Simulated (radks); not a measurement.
The numbers below are computed, except where a source is named.
Species: Pm24+. Configuration: [Kr] 4d1. Code: a radial shooting solver on a logarithmic mesh with Libxc functionals. Model: scalar-relativistic Kohn-Sham, exchange-only LDA, spin-polarised, spherical densities, point nucleus; open shells are filled with parallel spins first (spin-orbit coupling, left out, can overturn this in heavy ions).

Normalised radial functions P(r) = r R(r), r in bohr:

r,4s down,4p down
0.001717,0.1602,0.0063
0.0022,0.1935,0.0096
0.002797,0.2302,0.0146
0.003585,0.2719,0.0223
0.004557,0.3144,0.0335
0.005839,0.3571,0.0508
0.007483,0.3930,0.0765
0.009513,0.4132,0.1124
0.01219,0.4076,0.1645
0.01562,0.3606,0.2355
0.01986,0.2616,0.3237
0.02545,0.0947,0.4316
0.03261,-0.1327,0.5436
0.04146,-0.3797,0.6288
0.05312,-0.5940,0.6469
0.06753,-0.6636,0.5414
0.08654,-0.4914,0.2597
0.1109,-0.0425,-0.1852
0.141,0.5289,-0.6545
0.1807,0.9487,-0.9430
0.2315,0.8358,-0.7734
0.2943,0.1140,-0.1025
0.3771,-0.9140,0.8396
0.4833,-1.5765,1.4974
0.6144,-1.4930,1.4964
0.7873,-0.8937,0.9684
1.001,-0.3429,0.4103
1.283,-0.0730,0.0995
1.644,-0.0078,0.0125

4s down: eigenvalue -952.77 eV, 3 radial nodes at r = 0.0284, 0.113, 0.303 bohr, <r> = 0.547 bohr, 90 % of the charge inside 0.776 bohr. 4p down: eigenvalue -864.78 eV, 2 radial nodes at r = 0.101, 0.303 bohr, <r> = 0.564 bohr, 90 % of the charge inside 0.807 bohr.
